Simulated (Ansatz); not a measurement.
`[OH][Al]1[CH2][NH]1` and `[Cl][Al]1[CH2][NH]1` differ in one atom or group.

Ansatz, PBE0-D4/def2-TZVP geometries, multiplicity 1. Each molecule was computed in one conformer, which needn't be the lowest.

```tsv
property	`[OH][Al]1[CH2][NH]1`
size of the dipole moment (B3LYP/def2-TZVPP) / D	1.59
LUMO energy (PBE0/def2-TZVPP) / eV	-0.87
HOMO energy (ωB97M-V/def2-TZVPP) / eV	-8.70
HOMO energy (PBE0/def2-TZVPP) / eV	-6.36
LUMO energy (PBE/def2-TZVPP) / eV	-1.72
ideal-gas entropy at 298 K and 1 bar (rigid rotor, harmonic PBE0-D4/def2-TZVP) / J/(mol·K)	303
```

**Question.** What does the change do to each property? (Estimate.)

**Answer.** Computed: 
```csv
property,`[Cl][Al]1[CH2][NH]1`,shift
size of the dipole moment (B3LYP/def2-TZVPP) / D,0.27,-1.32
LUMO energy (PBE0/def2-TZVPP) / eV,-1.13,-0.26
HOMO energy (ωB97M-V/def2-TZVPP) / eV,-9.01,-0.31
HOMO energy (PBE0/def2-TZVPP) / eV,-6.69,-0.33
LUMO energy (PBE/def2-TZVPP) / eV,-1.97,-0.25
"ideal-gas entropy at 298 K and 1 bar (rigid rotor, harmonic PBE0-D4/def2-TZVP) / J/(mol·K)",306,3
```

With PBE0 the HOMO falls by 0.33 eV and the LUMO falls by 0.26 eV, so the gap widens by about 0.07 eV. PBE moves the HOMO by -0.34 eV and ωB97M-V by -0.31 eV. The zero-point energy changes by -30.8 kJ/mol with -3 modes. Dipoles are sizes alone; their direction can turn.

B3LYP here is the variant with VWN-RPA as its local correlation; programs differ in this.
